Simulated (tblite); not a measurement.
Species: C3H6GeNS2 (charge -1).
SMILES with atom numbers: `[N:1]#[C:2][GeH2:3][S:4][CH2:5][CH2:6][S-:7]` (hydrogens: H8, H9 on Ge3; H10, H11 on C5; H12, H13 on C6)
Bond orders are those of one Lewis drawing.

Computed with GFN2-xTB (tblite), gas phase: L-BFGS steps from a force-field or distance-geometry start until the largest atomic force falls under 0.01 eV/Å.

Step 60: E = -571.7846 eV
```
atom  x, y, z in Å  |  force x, y, z in eV/Å
N1     -3.1423    2.1434    0.8352    0.003  -0.006  -0.010
C2     -2.7408    1.1593    0.4018    0.001  -0.013  -0.004
Ge3    -2.0562   -0.4973   -0.3197    0.002  -0.003   0.002
S4     -0.1386   -0.3519   -1.3132   -0.003   0.009   0.009
C5      0.9665   -0.0908    0.2515   -0.014  -0.003  -0.014
C6      2.4170   -0.0016   -0.0921   -0.011  -0.004  -0.005
S7      3.1702    0.2070    1.5292    0.007  -0.008   0.013
H8     -3.1417   -0.9344   -1.2890   -0.004   0.010   0.001
H9     -2.1244   -1.4497    0.8635    0.010   0.002   0.009
H10     0.7709   -0.9473    0.8951   -0.006   0.015   0.009
H11     0.6136    0.8269    0.7189    0.003  -0.006  -0.003
H12     2.7733   -0.9182   -0.5734    0.005   0.005  -0.011
H13     2.6281    0.8550   -0.7400    0.007   0.001   0.004
```

Step 61: E = -571.7847 eV
```
atom  x, y, z in Å  |  force x, y, z in eV/Å
N1     -3.1535    2.1428    0.8319   -0.004   0.017   0.000
C2     -2.7462    1.1600    0.4012    0.007  -0.036  -0.014
Ge3    -2.0566   -0.4954   -0.3181    0.012  -0.001  -0.009
S4     -0.1386   -0.3476   -1.3118   -0.010   0.010   0.012
C5      0.9681   -0.0901    0.2521   -0.015  -0.004  -0.016
C6      2.4182   -0.0032   -0.0929   -0.002  -0.001   0.001
S7      3.1732    0.2027    1.5283    0.006  -0.010   0.009
H8     -3.1401   -0.9353   -1.2884   -0.005   0.010   0.003
H9     -2.1219   -1.4480    0.8645    0.008   0.000   0.014
H10     0.7719   -0.9469    0.8948   -0.008   0.012   0.011
H11     0.6178    0.8277    0.7212    0.000  -0.003  -0.003
H12     2.7725   -0.9198   -0.5754    0.006   0.004  -0.011
H13     2.6309    0.8538   -0.7397    0.005   0.002   0.002
```

Step 62: E = -571.7848 eV
```
atom  x, y, z in Å  |  force x, y, z in eV/Å
N1     -3.1687    2.1421    0.8265   -0.007   0.030   0.008
C2     -2.7540    1.1605    0.4003    0.010  -0.049  -0.020
Ge3    -2.0570   -0.4929   -0.3158    0.020  -0.001  -0.018
S4     -0.1389   -0.3405   -1.3095   -0.015   0.012   0.012
C5      0.9698   -0.0890    0.2528   -0.011  -0.003  -0.015
C6      2.4196   -0.0056   -0.0940    0.011   0.001   0.010
S7      3.1782    0.1962    1.5268    0.002  -0.013   0.000
H8     -3.1378   -0.9369   -1.2874   -0.005   0.009   0.005
H9     -2.1177   -1.4458    0.8663    0.005   0.000   0.018
H10     0.7729   -0.9463    0.8946   -0.011   0.009   0.012
H11     0.6237    0.8288    0.7246   -0.006   0.001  -0.003
H12     2.7709   -0.9222   -0.5785    0.007   0.004  -0.009
H13     2.6347    0.8521   -0.7390    0.001   0.001   0.000
```

**Question.** Estimate the geometry and energy of step 63. (The exact step hangs on the optimiser's Hessian estimate; all steps are aligned on step 62, rigid shifts and turns removed.)

**Answer.** E = -571.7849 eV, largest force 0.062 eV/Å
```
atom  x, y, z in Å  |  force x, y, z in eV/Å
N1     -3.1844    2.1417    0.8188   -0.011   0.040   0.016
C2     -2.7630    1.1602    0.3992    0.012  -0.056  -0.025
Ge3    -2.0575   -0.4907   -0.3133    0.023  -0.005  -0.020
S4     -0.1395   -0.3304   -1.3063   -0.014   0.012   0.006
C5      0.9712   -0.0872    0.2534   -0.002  -0.001  -0.007
C6      2.4210   -0.0083   -0.0951    0.022   0.004   0.017
S7      3.1842    0.1878    1.5251   -0.004  -0.018  -0.010
H8     -3.1356   -0.9395   -1.2858   -0.004   0.007   0.008
H9     -2.1120   -1.4441    0.8685    0.001   0.001   0.019
H10     0.7731   -0.9449    0.8943   -0.014   0.006   0.011
H11     0.6308    0.8306    0.7290   -0.012   0.004  -0.004
H12     2.7682   -0.9250   -0.5826    0.007   0.006  -0.006
H13     2.6392    0.8504   -0.7376   -0.004  -0.002  -0.003
```

The energy changes by -0.0001 eV. The first-order estimate −F·Δx gives -0.0002 eV and the mean of the old and new forces, exact on a quadratic surface, -0.0001 eV. The step makes an angle of 85° with the force vector and moves no atom by more than 0.017 Å.

The cost below is that of the whole relaxation. The run took 0.74 s on Arm Neoverse V1, one thread, shared host.
